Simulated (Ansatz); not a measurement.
Ideal-gas functions of `[NH2][Hf]([NH2])([F])[F]` at 400 K and 1 bar, from an Ansatz frequency run at PBE0-D4/def2-TZVP.

Molar mass 248.53 g/mol, point group Cs (symmetry number 1), electronic degeneracy 1, moments of inertia 188.074, 188.895, 193.556 u Å². Harmonic wavenumbers (cm⁻¹, unscaled): 90, 151, 152, 158, 170, 218, 247, 442, 465, 504, 511, 621, 629, 634, 653, 1546, 1547, 3564, 3571, 3654, 3663.

Use S(trans) = R[1.5 ln M + 2.5 ln T − 1.1517]; rotational temperatures θ = 24.2544 K / I; S(rot) = R[ln(√π/σ · √(T³/θAθBθC)) + 1.5]; for each mode x = 1.438777 ν̃/T, S = R[x/(eˣ − 1) − ln(1 − e⁻ˣ)] and H = RT x/(eˣ − 1); 1 cm⁻¹ = 0.0119627 kJ/mol; R = 8.31446 J/(mol·K).

**Question.** By hand: the entropy, in J/(mol·K).

**Answer.** Translation 183.8. Rotation: θ = 0.129, 0.1284, 0.1253 K, giving 117.6. Vibration, mode by mode: 17.73, 13.49, 13.44, 13.12, 12.53, 10.55, 9.57, 5.28, 4.94, 4.42, 4.33, 3.17, 3.10, 3.06, 2.90, 0.21, 0.21, 0.00, 0.00, 0.00, 0.00, in all 122.0. Electronic 0.0. Sum 423.4 J/(mol·K).

**Question.** By hand: H − E and G − E in kJ/mol, counted from the electronic energy.

**Answer.** Zero-point energy ½ × 23190 × 0.0119627 = 138.7; thermal vibration 25.5; translation, rotation and pV give 4 RT = 13.3. H − E = 177.5 kJ/mol, and G − E = 177.5 − 400 × 423.4/1000 = 8.1 kJ/mol.

Vibration gives 29 % of the entropy, 17.7 J/(mol·K) of it from the mode under 150 cm⁻¹: soft modes count most, and the harmonic formula is weakest for them. The sum counts one conformer and one mirror image; others add a mixing term.
